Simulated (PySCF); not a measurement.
Cl3HHfS, SMILES [SH][Hf]([Cl])([Cl])[Cl], multiplicity 1. Geometry optimised at PBE-D3(BJ)/def2-SVP. The spin state was assumed, not searched. The def2 effective core potentials stand for the cores of Hf; spin–orbit coupling is left out. One conformer was computed; it need not be the lowest.

### Question
Give the equilibrium geometry at PBE-D3(BJ)/def2-SVP (PySCF confirms it by a frequency run) as Cartesian coordinates in Å, and its point group. (The exact figures need the calculation; the answer reports its results.)

### Answer
This is not unique; one that fits is point group Cs.
```xyz
6

Hf    -0.0421     0.0058     0.0000
Cl    -0.5018    -1.2824    -1.9049
Cl    -0.5018    -1.2824     1.9049
Cl    -1.1594     2.0592     0.0000
S      2.3210     0.5591     0.0000
H      2.6651    -0.7648     0.0000
```
